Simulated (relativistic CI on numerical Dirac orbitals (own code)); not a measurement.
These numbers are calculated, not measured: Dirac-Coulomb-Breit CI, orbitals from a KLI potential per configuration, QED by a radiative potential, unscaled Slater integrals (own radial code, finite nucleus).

The strongest absorption lines from the ground level of an ion, among the configurations computed and to levels below about 476 eV (vacuum wavelength in Å, gf): 32.148 (1.6), 32.394 (0.87), 34.168 (3.3), 42.851 (5.7), 45.936 (1.8), 50.400 (0.54), 51.695 (0.73), 52.934 (0.72).

Question: Which ion is it?
A. Pt XLI
B. Pb XLV
C. W XXXVII
D. Th LIII

Answer: B. Pb XLV has 38 electrons and the ground level 4s²4p⁶4d² ³F2; the strongest line goes to 4s²4p⁶4d4f ³G°3. The pattern of lines fixes the number of electrons, and along that sequence the line energies rise steadily with the charge (about as its square where n changes within one kind of shell, about linearly where n is kept but much faster in heavy ions where fine structure, which grows about as Z⁴, sets the gap, and irregularly where shells cross), which fixes Z. Configurations outside the model, such as inner-shell arrays, can give stronger lines. At this charge energies of transitions that change n are usually good to better than 1 %, and those within a shell (Δn = 0) to a few per cent.

LS names give the leading component of a level, which can be under half, so a name can repeat, a term be missing and a line seem to break the LS rules.
